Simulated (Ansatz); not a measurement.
One change: `C[Si](C)(P)Cl` becomes `C[Si](C)(Cl)C#N`.

Ansatz, PBE0-D4/def2-TZVP geometries, multiplicity 1. Each molecule was computed in one conformer, which needn't be the lowest.

```csv
property,`C[Si](C)(P)Cl`
size of the dipole moment (ωB97M-V/def2-TZVPP) / D,2.29
HOMO–LUMO gap (B3LYP/def2-TZVPP) / eV,7.35
HOMO energy (ωB97M-V/def2-TZVPP) / eV,-9.54
LUMO energy (PBE0/def2-TZVPP) / eV,0.34
HOMO energy (PBE/def2-TZVPP) / eV,-6.33
LUMO energy (PBE/def2-TZVPP) / eV,-0.56
```

(1) What does the change do to each property? (An estimate is asked.)

Answers

(1) Computed: 
```tsv
property	`C[Si](C)(Cl)C#N`	shift
size of the dipole moment (ωB97M-V/def2-TZVPP) / D	4.10	1.81
HOMO–LUMO gap (B3LYP/def2-TZVPP) / eV	8.06	0.71
HOMO energy (ωB97M-V/def2-TZVPP) / eV	-11.33	-1.79
LUMO energy (PBE0/def2-TZVPP) / eV	-0.59	-0.93
HOMO energy (PBE/def2-TZVPP) / eV	-7.74	-1.41
LUMO energy (PBE/def2-TZVPP) / eV	-1.58	-1.02
```

With PBE0 the HOMO falls by 1.65 eV and the LUMO falls by 0.93 eV, so the gap widens by about 0.72 eV. PBE moves the HOMO by -1.41 eV and ωB97M-V by -1.79 eV. The zero-point energy changes by -24.3 kJ/mol with -3 modes. Dipoles are sizes alone; their direction can turn.

B3LYP here is the variant with VWN-RPA as its local correlation; programs differ in this.
